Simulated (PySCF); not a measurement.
PySCF was given this input:
```python
from pyscf import gto, scf, mp

mol = gto.M(
    atom='''
Si    1.730063    0.886180   -0.018219
Si    0.214308   -1.039106   -0.118472
Si   -1.936119    0.112914    0.132129
H     3.054948    0.292894   -0.138047
H     1.354384    1.728829   -1.149183
H     1.475311    1.509676    1.276642
H     0.465844   -2.030825    0.929869
H     0.323884   -1.798293   -1.366439
H    -2.003243    1.050083   -0.984795
H    -1.869623    0.769382    1.434012
H    -2.917037   -0.961572    0.061809
''',
    basis='sto-3g',
    charge=1,
    spin=1,
    verbose=4,
)

mf = scf.UHF(mol)
mf.kernel()

pt = mp.MP2(mf, frozen=15)
pt.kernel()
print('E(MP2) = %.10f' % pt.e_tot)
```

Problem. What does this run give for the SCF-reference Mulliken (on the basis functions themselves) charges in atom order, SCF-reference <S^2>, SCF-reference HOMO energy, number of basis functions, total energy?

Solution. 
The SCF-reference Mulliken (on the basis functions themselves) charges in atom order is Si1 0.61, Si2 0.41, Si3 0.61, H4 -0.07, H5 -0.08, H6 -0.08, H7 -0.09, H8 -0.09, H9 -0.08, H10 -0.08, H11 -0.07 and the SCF-reference <S^2> is 0.766. The SCF-reference HOMO energy is -14.06 eV, the number of basis functions comes out as 35 and the total energy comes out as -861.3491 Eh.

These values belong to the state on which the SCF converged, which isn't shown to be the lowest.
